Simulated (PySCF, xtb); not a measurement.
Sb(H)2(OH) (H₃OSb), SMILES [OH][SbH2].

GFN2-xTB run with xtb 6.7.1 at its own geometry gives an orbital gap of 4.75 eV and a dipole moment of 2.56 D.

Geometry: PBE0-D3(BJ)/def2-TZVP. The def2 effective core potentials stand for the cores of Sb; spin–orbit coupling is left out.

Q: What does CAM-B3LYP/def2-TZVPD (PySCF) give? (The exact figures need the calculation; the answer reports its results.)

A: gap 8.34 eV (levels -8.73 and -0.39 eV), dipole 1.93 D.
